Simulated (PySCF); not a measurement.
The same gas-phase reaction for Ti, Zr, Hf:
- TiCl₄ + H₂O + ClO → TiCl₂(OH)₂ + 3 Cl
- ZrCl₄ + H₂O + ClO → ZrCl₂(OH)₂ + 3 Cl
- HfCl₄ + H₂O + ClO → HfCl₂(OH)₂ + 3 Cl

Method: PySCF energies plus ideal-gas RRHO corrections (1 bar). † marks an energy on the PBE0/def2-TZVP geometry and frequencies; other levels use their own. Open shells (unrestricted): ClO (multiplicity 2), Cl (multiplicity 2); the rest are closed-shell singlets. Spin-orbit splitting is ignored; it lowers the true energy and changes the entropy of ClO, Cl. Hf, Zr: scalar-relativistic def2 core potential, no spin-orbit coupling. TiCl₂(OH)₂, ZrCl₂(OH)₂, HfCl₂(OH)₂: computed as isolated molecules; such fragments, hydroxides, amides, oligomers or adducts are transient or little studied in the gas.

ΔH°(298 K) in kJ, by level:

| level | Ti | Zr | Hf |
|---|---|---|---|
| ωB97M-V/def2-TZVP† | 234.3 | 245.4 | 247.0 |
| LDA/def2-TZVP† | 362.4 | 367.8 | [?] |
| PBE/def2-SVP | 242.5 | 251.9 | [?] |
| PBE0/def2-QZVP† | 253.7 | 263.6 | [?] |
| PBE/def2-TZVP† | 289.9 | 299.1 | [?] |
| ωB97X-V/def2-TZVP† | 225.0 | 238.9 | [?] |
| PBE0/def2-TZVP | 247.7 | 260.4 | [?] |

### Question
Complete the blanks.

### Answer

- LDA/def2-TZVP†, Hf: 366.9
- PBE/def2-SVP, Hf: 252.1
- PBE0/def2-QZVP†, Hf: 261.9
- PBE/def2-TZVP†, Hf: 298.1
- ωB97X-V/def2-TZVP†, Hf: 241.2
- PBE0/def2-TZVP, Hf: 260.4
